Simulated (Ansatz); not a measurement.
Geometry optimisation, RKS B3LYP-D4/def2-SVP (Ansatz).

Input file:

```yaml
crystal:
  periodic: [false, false, false]
  atoms:
    - { symbol: B, position_ang: [-0.1374, -0.0102, -0.0834] }
    - { symbol: Br, position_ang: [1.5478, -0.3555, 0.8146] }
    - { symbol: H, position_ang: [-1.1798, -0.5956, 0.1592] }
    - { symbol: H, position_ang: [-0.1751, 0.901, -0.9107] }
basis:
  gaussian: { orbitals: def2-SVP }
hamiltonian:
  xc: b3lyp
  dispersion: d4
relax:
  f_tol: 0.02
  max_steps: 40
scf:
  lower_state_search: "off"
```

Command:

```bash
$ ansatz run input.yaml --threads 1 --pin off --max-ram 2048MiB --backend cpu --events-out ev --progress --plain --runs-dir out
```

Q: Where does it end, and by what steps?

A: It converged. After 3 steps the energy has fallen by 0.066 eV; H3 moved furthest, 0.07 Å.

```json
{"step": "0", "energy less start (eV)": "0.0000", "largest force component (eV/Å)": "0.790", "accepted": "yes"}
{"step": "1", "energy less start (eV)": "-0.0548", "largest force component (eV/Å)": "0.308", "accepted": "yes"}
{"step": "2", "energy less start (eV)": "-0.0657", "largest force component (eV/Å)": "0.063", "accepted": "yes"}
{"step": "3", "energy less start (eV)": "-0.0663", "largest force component (eV/Å)": "0.003", "accepted": "yes"}
```

```xyz
4
Properties=species:S:1:pos:R:3
B -0.153 0.025 -0.096
Br 1.481 -0.366 0.797
H -1.121 -0.622 0.193
H -0.152 0.903 -0.914
```

Whether the end is a true minimum wasn't checked by a vibrational analysis.

Time of the run: 4.2 s on 1 thread of Arm Neoverse V1, on a shared host, peak memory 0.1 GiB.
